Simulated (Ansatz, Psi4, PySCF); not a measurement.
disiloxane (H6OSi2), singlet, at a GFN2-xTB geometry. Base run: BHANDHLYP/6-311G** run with PySCF.

The PySCF input:
```python
from pyscf import gto, scf, dft

mol = gto.M(
    atom='''
Si    1.58554558   -0.29465325    0.09305373
O    -0.00374610   -0.02898376   -0.03187953
Si   -1.58414102    0.30551525   -0.08108531
H     1.99636140   -0.92391127   -1.16028168
H     2.22242187    1.00620543    0.29041493
H     1.77723671   -1.17669751    1.24269936
H    -2.21375802   -0.47470673    0.98249776
H    -2.04757203   -0.09473461   -1.40797725
H    -1.72438507    1.74364671    0.14012516
''',
    basis='6-311g**',
    verbose=4,
)

mf = dft.RKS(mol)
mf.xc = 'bhandhlyp'
mf.kernel()
```

The same geometry, method and basis name were run in Ansatz (a quantum-chemistry and plane-wave program) and Psi4 and PySCF, at each program's defaults and at the settings that a row names. The base is PySCF at its defaults. Differences at the defaults can come from grids, fitting, cores and function types together.

| code and settings | ΔE vs base (µEh) | basis functions | E (Eh) | SCF cycles | dipole (D) |
|---|---|---|---|---|---|
| PySCF, defaults (exact integrals, its default grid, spherical functions) | 0.0 | 106 | -657.87647 | 8 | 0.08 |
| Psi4, defaults (density fitting with its default set, its default grid, spherical functions) | 26.8 | 106 | -657.87644 | 7 | 0.08 |
| Ansatz, defaults (factorised integrals, its default grid, Cartesian functions) | -567 | 108 | -657.87704 | - | - |
| PySCF, density fitting with def2-universal-jkfit | -34.3 | 106 | -657.87651 | 8 | 0.08 |
| PySCF, fine grid | 0.2 | 106 | -657.87647 | 8 | 0.08 |
| Psi4, exact integrals, spherical functions, fine grid | 0.0 | 106 | -657.87647 | 9 | 0.08 |
| Ansatz, high accuracy, Cartesian functions as the basis file defines them | -573 | 108 | -657.87704 | - | - |
